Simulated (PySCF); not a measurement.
Harmonic spectrum computed at PBE0 in the def2-TZVP basis family (core potentials from Rb on, PySCF, no spin–orbit coupling):

```tsv
symmetry	ω (cm⁻¹)	IR (km/mol)
a	319	99.0
a	466	96.9
a	674	240
a	685	20.4
a	1826	225
a	3848	104
```

Question: Which molecule gave it? In each, all ligands are bound to the one heavy central atom.
A. HW(OH) (quintet)
B. HMo(OH) (quintet)
C. HZr(OH) (triplet)
D. HO(OH) (singlet)

Answer: B. It has C1 symmetry with Mo–H 1.721 Å, Mo–O 1.892 Å, O–H 0.962 Å.
